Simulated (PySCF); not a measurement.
C₃H₁₀AlClSi, singlet, geometry from GFN2-xTB (such geometries of metal compounds can be far from the true shape), atoms displaced at random by about 0.03 Å a coordinate; HF/STO-3G, gradient run with PySCF.

Here is a job for PySCF.
```python
from pyscf import gto, scf

mol = gto.M(
    atom='''
Al    0.769328   -0.841994    0.828372
Cl   -0.163709   -1.643326    2.402000
H     2.310431   -1.109115    0.886957
Si   -0.042317    0.623648   -0.971865
C     1.373076    1.429701   -1.894742
C    -1.092913    2.093527   -0.156870
C    -1.223399   -0.261515   -2.152748
H     0.985727    1.991755   -2.813507
H     1.981214    2.041916   -1.298532
H     2.028421    0.621932   -2.327581
H    -0.510519    2.782270    0.437823
H    -1.866593    1.709133    0.487013
H    -1.552069    2.675961   -0.918148
H    -2.011884   -0.763357   -1.641732
H    -0.667580   -1.024099   -2.693982
H    -1.667364    0.392398   -2.902982
''',
    basis='sto-3g',
    charge=0,
    spin=0,
    verbose=4,
)

mf = scf.RHF(mol)
mf.conv_tol = 1e-6
mf.kernel()
g = mf.nuc_grad_method()
grad = g.kernel()
```

Problem. Predict the main parts of the log of this PySCF run.

Solution. 
```
PySCF version 2.14.0

[INPUT] verbose = 4
[INPUT] num. atoms = 16
[INPUT] num. electrons = 72
[INPUT] charge = 0
[INPUT] spin (= nelec alpha-beta = 2S) = 0
[INPUT] symmetry False subgroup None
[INPUT] Mole.unit = angstrom
[INPUT] Symbol           X                Y                Z      unit          X                Y                Z       unit  Magmom
[INPUT]  1 Al     0.769328000000  -0.841994000000   0.828372000000 AA    1.453819219959  -1.591138058527   1.565396209258 Bohr   0.0
[INPUT]  2 Cl    -0.163709000000  -1.643326000000   2.402000000000 AA   -0.309365174126  -3.105436073377   4.539122151205 Bohr   0.0
[INPUT]  3 H      2.310431000000  -1.109115000000   0.886957000000 AA    4.366081819705  -2.095923590647   1.676105814266 Bohr   0.0
[INPUT]  4 Si    -0.042317000000   0.623648000000  -0.971865000000 AA   -0.079967540413   1.178523918133  -1.836558680050 Bohr   0.0
[INPUT]  5 C      1.373076000000   1.429701000000  -1.894742000000 AA    2.594737588213   2.701743330017  -3.580543456711 Bohr   0.0
[INPUT]  6 C     -1.092913000000   2.093527000000  -0.156870000000 AA   -2.065306247977   3.956192664382  -0.296441337161 Bohr   0.0
[INPUT]  7 C     -1.223399000000  -0.261515000000  -2.152748000000 AA   -2.311889051067  -0.494191727466  -4.068104135205 Bohr   0.0
[INPUT]  8 H      0.985727000000   1.991755000000  -2.813507000000 AA    1.862754063589   3.763871457233  -5.316757679547 Bohr   0.0
[INPUT]  9 H      1.981214000000   2.041916000000  -1.298532000000 AA    3.743951854154   3.858662009367  -2.453869843984 Bohr   0.0
[INPUT] 10 H      2.028421000000   0.621932000000  -2.327581000000 AA    3.833160155316   1.175281148103  -4.398490622741 Bohr   0.0
[INPUT] 11 H     -0.510519000000   2.782270000000   0.437823000000 AA   -0.964741091387   5.257728304594   0.827365561035 Bohr   0.0
[INPUT] 12 H     -1.866593000000   1.709133000000   0.487013000000 AA   -3.527349556030   3.229793280456   0.920321189103 Bohr   0.0
[INPUT] 13 H     -1.552069000000   2.675961000000  -0.918148000000 AA   -2.932985336428   5.056833410017  -1.735048261817 Bohr   0.0
[INPUT] 14 H     -2.011884000000  -0.763357000000  -1.641732000000 AA   -3.801909754394  -1.442535665270  -3.102423849934 Bohr   0.0
[INPUT] 15 H     -0.667580000000  -1.024099000000  -2.693982000000 AA   -1.261543366237  -1.935266634441  -5.090888164508 Bohr   0.0
[INPUT] 16 H     -1.667364000000   0.392398000000  -2.902982000000 AA   -3.150861309959   0.741524751827  -5.485840924542 Bohr   0.0

nuclear repulsion = 402.620437001115
number of shells = 34
number of NR pGTOs = 156
number of NR cGTOs = 52
basis = sto-3g
ecp = {}

******** <class 'pyscf.scf.hf.RHF'> ********
method = RHF
initial guess = minao
damping factor = 0
level_shift factor = 0
DIIS = <class 'pyscf.scf.diis.CDIIS'>
diis_start_cycle = 1
diis_space = 8
diis_damp = 0
SCF conv_tol = 1e-06
SCF conv_tol_grad = None
SCF max_cycles = 50
direct_scf = True
direct_scf_tol = 1e-13
Set gradient conv threshold to 0.001
Initial guess from minao.
init E= -1097.03399642842
  HOMO = -0.248272229376508  LUMO = 0.126615052787556  gap/eV = 10.20120
cycle= 1 E= -1097.3321452993  delta_E= -0.298  |g|= 0.295  |ddm|= 4.35
  HOMO = -0.271454926399199  LUMO = 0.25296687416337  gap/eV = 14.27024
cycle= 2 E= -1097.37532683814  delta_E= -0.0432  |g|= 0.0651  |ddm|= 0.663
  HOMO = -0.271497119335076  LUMO = 0.280436752400834  gap/eV = 15.01889
cycle= 3 E= -1097.37783003671  delta_E= -0.0025  |g|= 0.0188  |ddm|= 0.157
  HOMO = -0.274489837089666  LUMO = 0.275423042227007  gap/eV = 14.96389
cycle= 4 E= -1097.37802811958  delta_E= -0.000198  |g|= 0.00252  |ddm|= 0.0499
  HOMO = -0.275291179447436  LUMO = 0.27395925796725  gap/eV = 14.94587
cycle= 5 E= -1097.37803252883  delta_E= -4.41e-06  |g|= 0.000649  |ddm|= 0.00686
  HOMO = -0.27539382410235  LUMO = 0.273920479747001  gap/eV = 14.94760
cycle= 6 E= -1097.37803286481  delta_E= -3.36e-07  |g|= 0.000135  |ddm|= 0.00199
  HOMO = -0.275396682044708  LUMO = 0.273904148236765  gap/eV = 14.94724
Extra cycle  E= -1097.37803287935  delta_E= -1.45e-08  |g|= 5.06e-05  |ddm|= 0.000344
converged SCF energy = -1097.37803287935

******** <class 'pyscf.grad.rhf.Gradients'> for <class 'pyscf.scf.hf.RHF'> ********
unit = Eh/Bohr
--------------- RHF gradients ---------------
         x                y                z
0 Al    -0.0584830440    -0.0405617866     0.0677689871
1 Cl     0.0273539758     0.0161093221    -0.0315645549
2 H     0.0380787081    -0.0042066684     0.0015257489
3 Si     0.0284942708    -0.0125240187    -0.0617705096
4 C     0.0176680161     0.0414745304     0.0807184728
5 C    -0.0313081479     0.0382579801     0.0088474301
6 C    -0.0267240075    -0.0060650158     0.0141852595
7 H    -0.0174985992     0.0153630263    -0.0434488111
8 H    -0.0156461000    -0.0236110712    -0.0171459512
9 H     0.0160839855    -0.0256016231    -0.0149659253
10 H    -0.0074039211     0.0025010895    -0.0009851129
11 H     0.0051773280     0.0031703050    -0.0009502797
12 H     0.0107058085    -0.0086816659     0.0144272097
13 H     0.0126884550     0.0047911578    -0.0099319204
14 H     0.0038742269    -0.0015168502     0.0003344343
15 H    -0.0030609550     0.0011012887    -0.0070444774
----------------------------------------------
```
